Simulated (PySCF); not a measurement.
Hf(F)4 anion (F₄Hf), SMILES [F][Hf]([F])([F])[F] (connectivity only; charge and spin as stated), charge -1, multiplicity 2. The structure is a stationary point at r2SCAN-D4/def2-SVPD. The multiplicity is an assumed one; other spin states were not compared. The isomer is the one that the SMILES or the coordinates give; other isomers of the formula were not compared. The def2 effective core potentials stand for the cores of Hf; spin–orbit coupling is left out.

These are PySCF with r2SCAN-D4/def2-SVPD values and carry that method's errors.

Harmonic wavenumbers (cm⁻¹): 83, 106, 147, 147, 205, 533, 534, 534, 569. Rotational constants (GHz): 3.153, 3.153, 1.804; symmetry number 4.

Problem. Work out the zero-point energy and the ideal-gas rigid-rotor harmonic-oscillator thermochemistry at 298.15 K and 1 atm.

Solution. ZPE = ½ Σ hcν = ½ × 2858 cm⁻¹ = 17.10 kJ/mol. H − E(el) = 37.83 kJ/mol. Entropy in J/(mol K): translation 177.83, rotation 102.63, vibration 70.77, spin 5.76, total 356.99. G − E(el) = -68.61 kJ/mol. Cp = 92.56 J/(mol K). Modes under 150 cm⁻¹ make the vibrational entropy uncertain.
